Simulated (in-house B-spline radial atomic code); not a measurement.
**Ionising V4+ with different functionals**

Computed with a radial B-spline atomic code at the basis-set limit: scalar-relativistic (spin-free X2C) Hamiltonian, Fermi nucleus of rms radius 3.6002 fm, spin-polarised at highest spin, spherical fractional occupations for the functionals, the average over the highest-spin determinants for Hartree-Fock. The ionisation energy is the difference of two self-consistent energies, [Ar] 3d1 → [Ne] 3s2 3p6, without Breit or QED terms; ε is the level of the shell that loses the electron (its least bound occupied spin orbital).

Hybrids are left out here: with spherical fractional occupations of an open shell their exact exchange keeps a self-interaction that integer-occupation calculations don't have.

```csv
method,rung,ΔSCF (eV),-ε(3d) (eV)
Hartree-Fock,Hartree-Fock,64.19,65.25
LDA VWN5,LDA,65.81,56.01
LDA PW92,LDA,65.80,56.00
LDA exchange-only,LDA,64.05,54.34
PBE,GGA,65.54,55.76
PBEsol,GGA,65.50,55.73
BLYP,GGA,65.50,55.72
RPBE,GGA,65.46,55.69
PW91,GGA,65.67,55.88
BP86,GGA,65.58,55.79
AM05,GGA,65.51,55.73
OLYP,GGA,65.78,56.00
TPSS,meta-GGA,65.29,55.55
SCAN,meta-GGA,64.85,55.28
r2SCAN,meta-GGA,64.91,55.35
revTPSS,meta-GGA,65.09,55.39
```

(1) How do they compare with the NIST value?

Results:

(1) NIST lists 65.282 eV (measured, ground level to ground level). Errors run from -1.24 to +0.53 eV; TPSS is closest (+0.01 eV), but part of that can be cancellation, since the calculations leave out spin-orbit coupling, Breit-QED terms, multiplet and fine-structure energies. Hartree-Fock also lacks correlation.
